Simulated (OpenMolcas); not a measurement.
# Cl2+: from CASSCF to CASPT2

* Program: OpenMolcas
* Basis: ANO-RCC-VDZP [4s3p1d]
* Scalar Hamiltonian: DKH2, point nucleus
* Active space: 3 electrons in 3 orbitals (3p)
* State averaging: 2S+1 = 4 odd, 1 root; 2S+1 = 2 odd, 8 roots
* Spin-orbit coupling: state interaction with AMFI integrals over the reference wave functions, term energies averaged over their components

Methods on the same reference wave functions:
A. CASSCF
B. SS-CASPT2, IPEA 0.25 Eh, imaginary shift 0.1 Eh (closed shells correlated: 2s 2p 3s)

Energies in cm⁻¹ above 3s² 3p³ ⁴S°_3/2, the measured ground level; measured values from Moore, Atomic Energy Levels, vol. I, NSRDS-NBS 35 (1971 reprint of NBS Circular 467, 1949).

```
          Level      A      B  Measured
3s² 3p³ ⁴S°_3/2    0.0    0.0       0.0
3s² 3p³ ²D°_3/2  22602  20840     18053
3s² 3p³ ²D°_5/2  22645  20890     18120
3s² 3p³ ²P°_1/2  37621  33650     29812
3s² 3p³ ²P°_3/2  37678  33710     29907
```

Deviations, from unrounded energies. A percentage is the sum of absolute deviations over the sum of measured energies, with the sign that they share, or ± where signs differ.

```tsv
Against measurement	Levels	A	B
mean absolute deviation (cm-1)	4	6200	3300
other terms of the ground configuration (%)	4	+25.7	+13.8
```

B lies closest to measurement on these levels. The largest miss of B in the table is 3s² 3p³ ²P°_1/2, by +3800 cm-1. The ranking rests on the paired levels alone, and a cruder setting can come out closer through cancelling errors.

From A to B the spin-free energies of the other terms of 3s² 3p³ shown, above ⁴S°, scale by factors of 0.89 to 0.92.

The lowest spin-free term lies below A's lowest term by 0.077 hartree in B.

CASPT2 does not keep the components of a term degenerate, so their means are used; among the terms shown or strongly mixed into the levels shown the widest spread is 240 cm-1 (3s² 3p³ ²D°, B). With the s shell closed, the reference lacks s² → p² mixing. Some terms miss by over 15 % even with CASPT2, which points to a basis or an active space too small for the shells correlated (holds for B). Measured partners are found by configuration, term and J. A level has none where our copy of the source lacks it or the pairing is in doubt (some pairs that miss far off the trend of their configuration count as doubtful), and it then counts in no deviation. Only configurations of the active space appear.

° marks odd parity.
